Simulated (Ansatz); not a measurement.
All values below come from B3LYP-D3(BJ)/def2-TZVP (Ansatz, an electronic-structure program). No frequencies were computed at this level.

Ansatz 0.2 input:
```yaml
crystal:
  periodic: [false, false, false]
  atoms:
    - { symbol: O, position_ang: [-1.625755, -0.046413, 0.994225] }
    - { symbol: In, position_ang: [-0.129259, 0.104677, -0.375127] }
    - { symbol: O, position_ang: [1.787539, -0.083039, 0.280894] }
    - { symbol: H, position_ang: [-2.530708, 0.040836, 0.697394] }
    - { symbol: H, position_ang: [2.498186, -0.01606, -0.355532] }
basis:
  gaussian: { orbitals: def2-tzvp }
hamiltonian:
  xc: b3lyp
  dispersion: d3bj
relax:
  max_steps: 150
magnetization:
  spin_polarized: true
  initial_magnetization: 1
```

Output:

```
Functional definition: B3LYP
855 factors; their error is unknown
mean field evaluation 1: about -9289.5440 eV, gradient 6.5e1 eV
mean field evaluation 2: about -9155.5249 eV, gradient 1.7e2 eV
mean field evaluation 4: about -9304.3435 eV, gradient 7.0e0 eV
mean field evaluation 8: about -9304.5109 eV, gradient 1.6e-1 eV
mean field evaluation 16: about -9304.5535 eV, gradient 7.6e-4 eV
mean field -9304.55347892 eV, -341.9360334974 hartree, gradient 2.6e-5 eV, S^2 0.755957; 0 other end points of the search recorded, 0 dependent functions left out
reference -9304.55371423 eV, -341.9360421450 hartree; 20, 19 occupied and 104, 105 virtual orbitals, 855 factors
relax step   1: F+E_penalty+E_count = -9304.67112309 eV  Δ(F+E_penalty+E_count) = +0.000e0 eV  max|allowed force component| = 5.571e-1 eV/Å  Δτ_max = 0.0000 Å  (33 SCF iters, accepted)
these checks for a lower state are left out or cut short: starts, cluster_reference, orbital_swaps, neighbouring_geometries, increment
855 factors; their error is unknown
mean field -9304.58374578 eV, -341.9371457840 hartree, gradient 2.7e-5 eV, S^2 0.755657; 0 other end points of the search recorded, 0 dependent functions left out
reference -9304.58397937 eV, -341.9371543684 hartree; 20, 19 occupied and 104, 105 virtual orbitals, 855 factors
relax step   2: F+E_penalty+E_count = -9304.70228945 eV  Δ(F+E_penalty+E_count) = -3.117e-2 eV  max|allowed force component| = 1.347e-1 eV/Å  Δτ_max = 0.0601 Å  (36 SCF iters, accepted)
these checks for a lower state are left out or cut short: starts, cluster_reference, orbital_swaps, neighbouring_geometries, increment
855 factors; their error is unknown
mean field evaluation 32: about -9304.5851 eV, gradient 2.1e-5 eV
mean field -9304.58508626 eV, -341.9371950456 hartree, gradient 2.1e-5 eV, S^2 0.755650; 0 other end points of the search recorded, 0 dependent functions left out
reference -9304.58531939 eV, -341.9372036130 hartree; 20, 19 occupied and 104, 105 virtual orbitals, 855 factors
relax step   3: F+E_penalty+E_count = -9304.70381033 eV  Δ(F+E_penalty+E_count) = -1.521e-3 eV  max|allowed force component| = 1.468e-2 eV/Å  Δτ_max = 0.0153 Å  (36 SCF iters, accepted)
these checks for a lower state are left out or cut short: starts, cluster_reference, orbital_swaps, neighbouring_geometries, increment
855 factors; their error is unknown
mean field -9304.58512221 eV, -341.9371963668 hartree, gradient 2.3e-5 eV, S^2 0.755681; 0 other end points of the search recorded, 0 dependent functions left out
reference -9304.58535536 eV, -341.9372049351 hartree; 20, 19 occupied and 104, 105 virtual orbitals, 855 factors
relax step   4: F+E_penalty+E_count = -9304.70382714 eV  Δ(F+E_penalty+E_count) = -1.681e-5 eV  max|allowed force component| = 5.527e-3 eV/Å  Δτ_max = 0.0016 Å  (39 SCF iters, accepted)
855 factors; their error is unknown
mean field -9304.58512221 eV, -341.9371963668 hartree, gradient 5.9e-5 eV, S^2 0.755681; 1 other end points of the search recorded, 0 dependent functions left out
reference -9304.58535536 eV, -341.9372049351 hartree; 20, 19 occupied and 104, 105 virtual orbitals, 855 factors
Total energy: -9304.70406029 eV, -341.9415672609 hartree
Atom 0 at    -1.565676    -0.051884     1.014446 Å, force     0.000409     0.000278    -0.001687 eV/Å
Atom 1 at    -0.137456     0.110622    -0.414429 Å, force     0.001109    -0.000871     0.005527 eV/Å
Atom 2 at     1.739991    -0.088662     0.322728 Å, force    -0.001062     0.000314    -0.001533 eV/Å
Atom 3 at    -2.461873     0.042153     0.670880 Å, force     0.001115     0.000132    -0.001493 eV/Å
Atom 4 at     2.425017    -0.012229    -0.351771 Å, force    -0.001571     0.000147    -0.000815 eV/Å
Dipole moment:    -0.152973     0.123308    -0.737531 e Å
```

Cost: around 30 core-seconds (rough).
